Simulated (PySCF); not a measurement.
**Deuteron quadrupole couplings in `C=CC#C[Si]1(Cl)CC=CC1`**

Compound: C₈H₉ClSi.
Cartesian coordinates in Å at the GFN2-xTB level; atoms count from 1:
```
atom  x, y, z in Å
C1     4.5236    0.3474   -0.4039
C2     3.5044   -0.5001   -0.3070
C3     2.1575   -0.0887   -0.3114
C4     0.9955    0.2504   -0.3060
Si5   -0.7655    0.8002   -0.3241
Cl6   -0.8446    2.7382   -0.9391
C7    -1.8939   -0.3737   -1.3228
C8    -2.8523   -0.9075   -0.2987
C9    -2.7497   -0.5015    0.9551
C10   -1.6798    0.4849    1.3233
H11    4.3652    1.4088   -0.4945
H12    5.5437    0.0047   -0.3944
H13    3.6652   -1.5675   -0.2172
H14   -1.3488   -1.1969   -1.7868
H15   -2.4427    0.1234   -2.1247
H16   -3.6046   -1.6125   -0.6223
H17   -3.4125   -0.8496    1.7339
H18   -1.0385    0.0663    2.1002
H19   -2.1318    1.3832    1.7483
```

Level: PBE0/pcSseg-1 (PySCF, non-relativistic); Q(2H) = 0.00286 b; rigid geometry, the same for H and D, with no vibrational averaging.

**Question.** Rank these positions by the coupling χzz of a deuteron there, largest first.
A. H18 (methylene hydrogen)
B. H12 (vinylic hydrogen)
C. H13 (vinylic hydrogen)

**Answer.** B (226 kHz), C (215 kHz), A (211 kHz).

**Question.** Give the electric field gradient Vzz (the principal value of largest size), its asymmetry and the 2H coupling at each hydrogen.

**Answer.** 
```csv
atom,bonded to,bond length (Å),Vzz (au),η,χzz (kHz)
H11,C1,1.077,0.3322,0.04,223
H12,C1,1.076,0.3361,0.04,226
H13,C2,1.083,0.3204,0.07,215
H14,C7,1.091,0.3131,0.02,210
H15,C7,1.091,0.3123,0.02,210
H16,C8,1.081,0.3302,0.05,222
H17,C9,1.080,0.3307,0.05,222
H18,C10,1.091,0.3133,0.02,211
H19,C10,1.092,0.3116,0.02,209
```

**Question.** How does χzz go with the bond length over the 9 C–H bonds?

**Answer.** A straight-line fit has a slope of -10.1 kHz for each 0.01 Å, with a correlation coefficient of -0.98, over lengths from 1.076 to 1.092 Å. The longer bonds have the smaller couplings here.

**Question.** Give the 2H NMR doublet splittings at H11 for a magnetic field along the z, y and x axes of the gradient: 3χ/2, 3χ(1 + η)/4, 3χ(1 − η)/4.

**Answer.** With |χ| = 223.3 kHz and η = 0.045: 335, 175 and 160 kHz, to first order and without motion.

Isolated species at its GFN2-xTB geometry, gas phase. GFN2-xTB bond lengths can be off by several hundredths of an ångström, more for odd bonds, and the gradients follow them. With so small a basis the couplings can be 20 % off.
